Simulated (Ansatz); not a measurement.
## Forces away from equilibrium

SiH2I (SMILES [SiH2]I), doublet, displaced at random from its PBE0-D4/def2-TZVP minimum.

```
4
angstrom
Si -0.2021 -0.2040 -0.4098
I 1.8013 -0.2783 0.9780
H -1.3405 -0.4623 0.4241
H -0.2982 1.1725 -1.1407
```

Program: Ansatz 0.2.0. Basis: def2-TZVPP. Cores are frozen in the correlated methods; orbitals are unrestricted. Filled d shells of the heavier atoms are correlated. Core potentials replace the inner electrons of the atoms past krypton. The def2 sets are not built for correlating such inner shells, so the correlated values are less sure here.

CCSD(T) forces from the calculation:
```
atom      Fx      Fy  Fz (eV/Å)
 Si1   0.767   1.092     -1.093
  I2  -0.037   0.029     -0.039
  H3  -0.768  -0.085      0.511
  H4   0.038  -1.036      0.621
```

(1) Which atom feels the largest CCSD(T) force, and how large is it?

The T1 diagnostic stays at or below 0.013. ⟨S²⟩ of the unrestricted Hartree–Fock references: 0.76 (a pure state has 0.75).

Results:

(1) Si1, 1.72 eV/Å, along (0.44, 0.63, -0.63).

Root-mean-square difference of the force components from those of CCSD(T): PBE-D4 0.154; r2SCAN-D4 0.045; PBE0-D4 0.060; wB97M-V 0.034 eV/Å.

For scale, one of the runs: CCSD(T)/def2-TZVPP forces, 120 basis functions (an equivalent command: `ansatz run in.yaml --threads 2`). Time: 5.8 min of wall clock on 2 CPU threads; the host was shared. Peak host memory: 2.1 GiB.
